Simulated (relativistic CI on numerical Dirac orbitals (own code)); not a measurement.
# Radial parameters of Tm67+

Calculated at this level of theory: Dirac-Coulomb-Breit CI, KLI orbitals optimised for each configuration, a model potential for QED, unscaled Slater integrals (own radial code, finite nucleus).

Slater integrals F^k, G^k are unscaled and averaged over j, outside the closed core (none); ζ comes from projecting the Hamiltonian with its Breit term on Σ l·s of the shell.

- 1s 2s: G^0(1s,2s) = 428530 cm⁻¹; <r>(1s) = 0.0198, <r^2>(1s) = 0.0005361, <r>(2s) = 0.07931, <r^2>(2s) = 0.007456 (bohr units).
- 1s 2p: G^1(1s,2p) = 731530, ζ(2p) = 6.2246e+06 cm⁻¹; <r>(1s) = 0.0198, <r^2>(1s) = 0.0005361, <r>(2p) = 0.06931, <r^2>(2p) = 0.005839 (bohr units).
- 1s 3s: G^0(1s,3s) = 111210 cm⁻¹; <r>(1s) = 0.01979, <r^2>(1s) = 0.0005352, <r>(3s) = 0.1833, <r^2>(3s) = 0.03845 (bohr units).

Averages of the first 10 configurations, taken without configuration mixing, which lowers the lowest level and can move excited configurations by several eV; other configurations of the list can lie among them:

```json
{"Configuration": "1s2", "Parity": "even", "States": "1", "Average energy above the lowest level (eV)": "0.4"}
{"Configuration": "1s 2s", "Parity": "even", "States": "4", "Average energy above the lowest level (eV)": "50726.7"}
{"Configuration": "1s 2p", "Parity": "odd", "States": "12", "Average energy above the lowest level (eV)": "51578.9"}
{"Configuration": "1s 3s", "Parity": "even", "States": "4", "Average energy above the lowest level (eV)": "60450.6"}
{"Configuration": "1s 3p", "Parity": "odd", "States": "12", "Average energy above the lowest level (eV)": "60702.1"}
{"Configuration": "1s 3d", "Parity": "even", "States": "20", "Average energy above the lowest level (eV)": "60882.9"}
{"Configuration": "1s 4s", "Parity": "even", "States": "4", "Average energy above the lowest level (eV)": "63795.6"}
{"Configuration": "1s 4p", "Parity": "odd", "States": "12", "Average energy above the lowest level (eV)": "63900.8"}
{"Configuration": "1s 4d", "Parity": "even", "States": "20", "Average energy above the lowest level (eV)": "63976.9"}
{"Configuration": "1s 4f", "Parity": "odd", "States": "28", "Average energy above the lowest level (eV)": "64005.7"}
```
